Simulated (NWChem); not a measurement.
Molecule: C5H6; SMILES C=CC#CC

Computed with NWChem. Medium grid unless said otherwise, to which SCAN and Minnesota functionals are sensitive. Coordinates come from a B3LYP/6-31G* (spherical d) optimisation. Total energies of different functionals are on different scales.

| level | energy (Ha) | highest occupied level (eV) | orbital gap (eV) | dipole (D) |
|---|---|---|---|---|
| PBE/def2-TZVP | -193.8646 | -5.69 | 4.06 | 0.77 |
| B3LYP/def2-TZVP | -194.1399 | … | … | 0.68 |
| PW6B95/def2-TZVP | -194.3826 | -6.80 | 6.17 | 0.66 |
| M06-2X/def2-TZVP | -194.0378 | -7.86 | 8.02 | 0.61 |
| TPSSh/def2-TZVP | -194.1458 | -6.10 | 4.99 | 0.68 |
| CAM-B3LYP/def2-TZVP | -194.0135 | -7.96 | 8.36 | 0.63 |

Q: What belongs in the gaps?

A: 
- B3LYP/def2-TZVP, highest occupied level (eV): -6.51
- B3LYP/def2-TZVP, orbital gap (eV): 5.59
